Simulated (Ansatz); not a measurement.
`CB(Cl)[SiH2]O` at its PBE0-D4/def2-TZVP geometry, where that method's forces vanish. Charge 0, multiplicity 1.

```xyz
11

C     0.3096    1.0021   -1.3557
B    -0.2751    0.8523    0.0745
Cl   -0.8633    2.2792    0.9233
Si   -0.3943   -0.8663    1.1364
O     0.0923   -2.2137    0.3033
H     1.4045    1.0370   -1.2478
H     0.1032    0.1288   -1.9804
H     0.0080    1.9145   -1.8733
H    -1.8110   -1.1217    1.5055
H     0.3986   -0.7040    2.3930
H     1.0275   -2.3081    0.1212
```

Task: What forces (eV/Å) does r2SCAN-D4/def2-TZVPP give on these atoms in Ansatz 0.2.0? (Estimate.)

Result: Ansatz gave: 
```
C1  -0.019  0.004 -0.006
B2   0.031 -0.125 -0.040
Cl3 -0.052  0.130  0.079
Si4  0.007  0.056  0.008
O5  -0.016 -0.061 -0.025
H6  -0.012 -0.006 -0.018
H7   0.022  0.012  0.000
H8   0.019 -0.013  0.000
H9   0.021  0.003  0.006
H10 -0.026  0.005  0.004
H11  0.026 -0.006 -0.008
```
